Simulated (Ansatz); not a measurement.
`C[CH](C)[Ge]([Cl])([Cl])[CH](C)C`. Total charge 0; spin multiplicity 1. The geometry is a stationary point of PBE0-D4/def2-TZVP. It is one conformer, not always the lowest.

```xyz
23

C     0.321    1.077   -2.703
C     0.553    0.780   -1.229
C     1.805   -0.058   -1.004
Ge   -1.017   -0.083   -0.433
Cl   -1.415   -1.892   -1.557
Cl   -2.709    1.230   -0.765
C    -1.032   -0.526    1.478
C    -0.172   -1.738    1.806
C    -0.644    0.704    2.290
H    -0.565    1.696   -2.860
H     0.192    0.154   -3.273
H     1.183    1.608   -3.119
H     0.643    1.726   -0.681
H     2.026   -0.202    0.056
H     2.672    0.433   -1.456
H     1.709   -1.045   -1.465
H    -2.082   -0.768    1.674
H    -0.452   -2.610    1.213
H    -0.284   -2.000    2.863
H     0.889   -1.540    1.633
H     0.395    0.993    2.107
H    -1.279    1.563    2.062
H    -0.738    0.496    3.361
```

**Question.** What is the dipole moment at r2SCAN/def2-TZVPP? (Estimate.)

**Answer.** The calculation gave: 3.31 D, with components (2.67, 0.58, 1.86) D in this frame, pointing from negative to positive charge.

**Question.** And with PBE, B3LYP, ωB97M-V? (An estimate is asked.)

**Answer.** Computed: PBE 3.19 D, B3LYP 3.27 D, ωB97M-V 3.23 D.

**Question.** Give the Mulliken charges with r2SCAN, ωB97M-V, PBE in def2-TZVPP. (Best estimate.)

**Answer.** Ansatz gave: 
| atom | r2SCAN | ωB97M-V | PBE |
| --- | --- | --- | --- |
| C1 | -0.18 | -0.31 | -0.25 |
| C2 | 0.01 | -0.19 | -0.06 |
| C3 | -0.18 | -0.32 | -0.26 |
| Ge4 | 0.58 | 0.56 | 0.57 |
| Cl5 | -0.33 | -0.27 | -0.31 |
| Cl6 | -0.33 | -0.28 | -0.31 |
| C7 | 0.01 | -0.19 | -0.05 |
| C8 | -0.18 | -0.32 | -0.26 |
| C9 | -0.18 | -0.32 | -0.27 |
| H10 | 0.07 | 0.12 | 0.09 |
| H11 | 0.06 | 0.12 | 0.09 |
| H12 | 0.05 | 0.11 | 0.08 |
| H13 | 0.04 | 0.12 | 0.08 |
| H14 | 0.05 | 0.11 | 0.08 |
| H15 | 0.05 | 0.11 | 0.08 |
| H16 | 0.07 | 0.13 | 0.10 |
| H17 | 0.04 | 0.12 | 0.08 |
| H18 | 0.07 | 0.13 | 0.10 |
| H19 | 0.05 | 0.12 | 0.08 |
| H20 | 0.05 | 0.11 | 0.08 |
| H21 | 0.05 | 0.11 | 0.08 |
| H22 | 0.07 | 0.13 | 0.10 |
| H23 | 0.05 | 0.12 | 0.08 |

B3LYP here is the variant with VWN-RPA as its local correlation; programs differ in this.
